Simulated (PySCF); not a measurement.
A structure optimised at PBE0-D3(BJ)/def2-TZVPD, used in a PySCF frequency run:

```xyz
3

C      0.0000     0.0000     0.7492
C      0.0000     0.0000    -0.4892
H      0.0000     0.0000    -1.5601
```
Charge -1, spin multiplicity 1.

Question: Write its SMILES, formula and point group.

Answer: [C-]#C, C₂H, C∞v

Question: What are its rotational constants (standard atomic weights)?

Answer: 42.206 GHz (linear rotor, B only)
